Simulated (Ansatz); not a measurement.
C2H9BSi, SMILES `B[SiH2]CC`. Charge 0, multiplicity 1. All single points use the PBE0-D4/def2-TZVP geometry. It is one conformer, not always the lowest.

```xyz
13

B     1.534    1.522    1.466
Si    0.144    0.168    0.944
C    -0.121   -0.068   -0.904
C    -1.144   -1.146   -1.249
H     1.623    1.881    2.604
H     2.325    1.976    0.690
H    -1.161    0.484    1.599
H     0.610   -1.124    1.544
H    -0.424    0.895   -1.331
H     0.850   -0.301   -1.356
H    -2.123   -0.916   -0.821
H    -0.841   -2.121   -0.858
H    -1.273   -1.250   -2.329
```

Q: What is the dipole moment at ωB97M-V/def2-TZVPP? (Estimate.)

A: Computed: 0.81 D, with components (0.06, 0.16, -0.79) D in this frame, pointing from negative to positive charge.

Q: And with PBE, r2SCAN, B3LYP? (An estimate is asked.)

A: The calculation gave: PBE 0.83 D, r2SCAN 0.83 D, B3LYP 0.80 D.

Q: Give the Mulliken charges with ωB97M-V, B3LYP, r2SCAN in def2-TZVPP. (Best estimate.)

A: The calculation gave: 
```csv
atom,ωB97M-V,B3LYP,r2SCAN
B1,-0.16,-0.06,-0.03
Si2,0.14,0.19,0.23
C3,-0.29,-0.21,-0.15
C4,-0.32,-0.26,-0.14
H5,0.09,0.05,0.01
H6,0.09,0.06,0.02
H7,-0.04,-0.08,-0.09
H8,-0.04,-0.09,-0.08
H9,0.10,0.07,0.04
H10,0.10,0.08,0.05
H11,0.11,0.09,0.05
H12,0.11,0.09,0.05
H13,0.11,0.08,0.04
```

B3LYP here is the variant with VWN-RPA as its local correlation; programs differ in this.
